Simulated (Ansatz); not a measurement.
The pair A = CH3Cl (SMILES CCl) (first 5 atoms), B = CH2O (SMILES C=O); geometry from B3LYP-D3(BJ)/def2-TZVP.
(charge 0, multiplicity 1):
```
atom    x (Å)    y (Å)    z (Å)
----  -------  -------  -------
C     -0.6485  -0.9359  -0.1772
Cl     0.2849   0.6019  -0.1570
H     -1.6108  -0.7362  -0.6379
H     -0.0857  -1.6604  -0.7573
H     -0.7688  -1.2674   0.8498
C      0.3792   0.3195   2.9999
O     -0.2330  -0.7086   3.1147
H     -0.1213   1.3048   3.0143
H      1.4779   0.3375   2.8811
```

Cores are frozen in the correlated methods. MP2 and its Hartree–Fock in aug-cc-pV(T+d)Z are density fitted.

Programs: Ansatz (Gaussian orbitals). Each number belongs to the level named beside it.

The counterpoise-corrected interaction energy is E(AB) − E(A in the pair's basis) − E(B in the pair's basis). Total energies (hartree):

```csv
level,AB,A in the pair's basis,B in the pair's basis
HF/aug-cc-pV(D+d)Z,-613.0114441,-499.1242937,-113.8856311
MP2/aug-cc-pV(D+d)Z,-613.6549014,-499.4313405,-114.2189772
HF/aug-cc-pV(T+d)Z,-613.0651798,-499.1496816,-113.9140925
MP2/aug-cc-pV(T+d)Z,-613.8527268,-499.5309007,-114.3165227
CCSD(T)/aug-cc-pV(D+d)Z,-613.7222677,-499.4727276,-114.2453608
```

**Question.** Work out the counterpoise-corrected interaction energy at the basis-set limit: extrapolate the MP2 correlation part as X⁻³, take Hartree–Fock from the larger set, and add the CCSD(T) − MP2 difference of aug-cc-pV(D+d)Z.

**Answer.** 
1. Differences (1 hartree = 627.509 kcal/mol): HF/aug-cc-pV(D+d)Z -0.953; MP2/aug-cc-pV(D+d)Z -2.876; HF/aug-cc-pV(T+d)Z -0.882; MP2/aug-cc-pV(T+d)Z -3.328; CCSD(T)/aug-cc-pV(D+d)Z -2.623.
2. Correlation parts, MP2 less HF: -1.923 in aug-cc-pV(D+d)Z (X = 2), -2.446 in aug-cc-pV(T+d)Z (X = 3).
3. Limit (3³·(-2.446) − 2³·(-1.923))/(3³ − 2³) = -2.666; with HF/aug-cc-pV(T+d)Z it gives -3.548.
4. CCSD(T) less MP2 in aug-cc-pV(D+d)Z: 0.254.
Result: -3.29 kcal/mol, against -2.88 at MP2/aug-cc-pV(D+d)Z. It is an estimate of this method's limit, not of the exact value.

Ansatz is an electronic-structure program.
